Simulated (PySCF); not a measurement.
**NMR data sheet: C$_{3}$H$_{10}$F$_{3}$NSi$_{2}$**

```yaml
Formula: C3H10F3NSi2
SMILES: CN(C)[SiH2][SiH2]C(F)(F)F
Point_group_of_the_computed_structure: C1
Degrees_of_unsaturation: 0
Carbon_signals: 2
Proton_signals: 3
```

Atoms are numbered as in `[CH3:1][N:2]([CH3:3])[SiH2:4][SiH2:5][C:6]([F:7])([F:8])[F:9]` (H(Xn): hydrogen on atom n).

Level of theory: geometry from GFN2-xTB, NMR shieldings at PBE0/pcSseg-1/GIAO, in PySCF 2.14.0 with density-fitted response routines (in vacuum, non-relativistic Hamiltonian, one conformer, averaged over atoms made equivalent by symmetry, fast rotation or ring inversion).

Chemical shifts δ = σref − σ; TMS for 1H (31.72 ppm) and 13C (186.93 ppm) and 29Si (349.16 ppm); CFCl3 for 19F (170.95 ppm); 15N (267.73 ppm) against NH3, all at this level.

| carbon | δC, type | δH (multiplicity) | HMBC from (2–3 bonds) | span of the C tensor (ppm) |
| --- | --- | --- | --- | --- |
| C1/C3 | 44.2, CH3 | 2.58 (s) | H(Si4), H(C1)/H(C3) | 63 |
| C6 | 142.1, C | – | H(Si4), H(Si5) | 17 |

Other nuclei:
| atoms | nucleus | environment | δ (ppm) | σ (ppm) |
| --- | --- | --- | --- | --- |
| H(Si4) | 1H | hydrogen on a silicon bonded to N, Si | 5.24 | 26.48 |
| H(Si5) | 1H | hydrogen on a silicon bonded to C, Si | 4.18 | 27.54 |
| F7/F8/F9 | 19F | fluorine of a CF3 group | -61.7 | 232.6 |
| Si4 | 29Si | silicon bonded to N, Si, 2 H | -37.1 | 386.3 |
| Si5 | 29Si | silicon bonded to C, Si, 2 H | -77.0 | 426.2 |
| N2 | 15N | nitrogen bonded to 2 C, Si | 10.4 | 257.4 |

1. Carbon types of the structure: 1 × C, 2 × CH3, leaving 4 H on heteroatoms.
2. δC 142.1: CF3 carbon; 3 electronegative neighbours deshield it.
3. δC 44.2: methyl carbon bonded to N; deshielded by the electronegative neighbour.
4. δH 5.24: hydrogen on a silicon bonded to N, Si.
5. δH 4.18: hydrogen on a silicon bonded to C, Si.
6. δH 2.58: hydrogen on a methyl carbon bonded to N; its carbon carries N, an electronegative neighbour.

Splittings by 19F in the carbon and heteronuclear signals aren't shown, as no couplings were computed. Shifts are as computed. Against solution values, carbons near 30 ppm lie about +3 ppm off and those near 130 ppm about +5 ppm. Of 1309 compounds with measured shifts, 239 miss one by over three times the rms of a fit or turn the order of signals round; such compounds aren't used in these exercises. Unscaled 19F shifts against computed CFCl3 carry errors that often reach 10 to 50 ppm. Experimental scales use liquid or dissolved standards, which lie at an offset from isolated NH3 (liquid NH3: subtract about 20 ppm). No couplings were computed; multiplicities are counted from neighbouring protons, with m where these are inequivalent, close in shift, in a saturated or five-membered ring or joined by F or P, and br s for small geminal =CH2 splittings.
